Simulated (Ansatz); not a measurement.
Li3Al⁻. The state is a doublet with charge -1. Geometry r2SCAN-D4/def2-TZVPD.

```xyz
4

Li    0.7627    1.3402    0.6815
Li    0.8483   -0.2049   -1.7792
Li   -0.1468   -1.3006    1.4882
Al   -1.4642    0.1653   -0.3904
```

At PBE-D4/def2-TZVPD, r2SCAN-D4/def2-TZVPD, PBE0-D4/def2-TZVPD, ωB97X-V/def2-TZVPD the charge -1 doublet is spin-contaminated (final ⟨S²⟩ up to 1.36, 0.75 for a pure state). At PBE-D4/def2-TZVPD, r2SCAN-D4/def2-TZVPD, PBE0-D4/def2-TZVPD the highest occupied level of the charge -1 doublet lies above zero (up to 0.49 eV). It is a level of β spin, whose loss leaves a triplet; that state wasn't run at this geometry and level. The electron is either unbound and held by the finite basis, or the level is raised by self-interaction error. The geometry of the doublet was relaxed on an unsound state (⟨S²⟩ 1.36, where a pure state has 0.75). The structure comes from a short search, and lower isomers may exist.

(1) Estimate the α-spin orbital energies around the gap (eV) in Ansatz with PBE-D4/def2-TZVPD, r2SCAN-D4/def2-TZVPD, PBE0-D4/def2-TZVPD, ωB97X-V/def2-TZVPD.

Results:

(1) 
| orbital | PBE-D4/def2-TZVPD | r2SCAN-D4/def2-TZVPD | PBE0-D4/def2-TZVPD | ωB97X-V/def2-TZVPD |
| --- | --- | --- | --- | --- |
| HOMO−5 | -46.82 | -48.54 | -50.95 | -53.23 |
| HOMO−4 | -46.82 | -48.54 | -50.95 | -53.23 |
| HOMO−3 | -3.77 | -4.29 | -5.13 | -7.53 |
| HOMO−2 | 0.02 | -0.19 | -0.64 | -1.99 |
| HOMO−1 | 0.22 | -0.02 | -0.38 | -1.69 |
| HOMO | 0.35 | 0.16 | -0.28 | -1.62 |
| LUMO | 1.14 | 1.39 | 1.61 | 2.66 |
| LUMO+1 | 1.67 | 2.07 | 2.14 | 2.98 |
| LUMO+2 | 1.71 | 2.11 | 2.18 | 3.05 |
| LUMO+3 | 2.04 | 2.31 | 2.50 | 3.52 |
| LUMO+4 | 2.06 | 2.38 | 2.55 | 3.57 |
| LUMO+5 | 2.26 | 2.60 | 2.70 | 3.67 |
| β HOMO | 0.49 | 0.43 | 0.07 | -1.15 |
| β LUMO | 0.98 | 1.13 | 1.45 | 2.62 |
